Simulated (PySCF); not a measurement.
Coordinates in bohr (charge 0 multiplicity 1):
```
La   -0.8469    0.0000   -1.2891
S    -4.6700    0.0000    1.2654
Br    3.4127    0.0000    1.8077
```

Level of theory: PBE in PySCF with La def2-TZVP with ECP46, S def2-TZVP, Br def2-TZVP; scalar-relativistic core potentials, no spin–orbit coupling; density-fitted integrals.

This geometry of LaSBr is a stationary point at this level.

What is the point group?

Cs.

Is it a minimum?

Yes: all harmonic wavenumbers are real.

Give the atomic charges and bond orders.


| atom | Mulliken | Löwdin | polar tensor | Mayer order to La1 |
| --- | --- | --- | --- | --- |
| La1 | 0.90 | 0.23 | 1.46 | – |
| S2 | -0.46 | -0.12 | -0.81 | 2.31 |
| Br3 | -0.44 | -0.11 | -0.66 | 0.98 |

Give the ideal-gas entropy at 298.15 K and 1 bar by parts.

translation 177.7, rotation 120.8, vibration 28.4, spin 0.0; total 327.0 J/(mol K).

This need not be the most stable arrangement of these atoms.
